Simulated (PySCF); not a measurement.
## How methods differ on the interval between two levels of Pd⁺

Pd⁺ [Kr] 4d9 [2D5/2, M_J = 5/2] → Pd⁺ [Kr] 4d8 5p1 [4G11/2, M_J = 11/2], as a difference of total energies. Computed with PySCF 2.14 in x2c-TZVPall-2c with one added diffuse shell each of s, p, d type (9s10p8d1f, 86 functions), with the two-component X2C-1e Hamiltonian. Correlated levels: [Ar] 3d10 frozen; the 6 highest virtual spinors dropped. "Screened" scales the spin-orbit matrix elements by Boettger's factors to mimic the two-electron term; Breit and QED terms are absent.

```csv
method,interval between two levels (cm⁻¹)
GHF (spin-free),59607
GMP2 (spin-free),67437
GHF (screened spin-orbit),59220
GMP2 (screened spin-orbit),67077
```

The labels give the starting determinants; with spin-orbit coupling the two ends relaxed to ⟨J²⟩ = 8.78, ⟨L²⟩ = 6.04, ⟨S²⟩ = 0.77 and ⟨J²⟩ = 35.76, ⟨L²⟩ = 20.08, ⟨S²⟩ = 3.75.
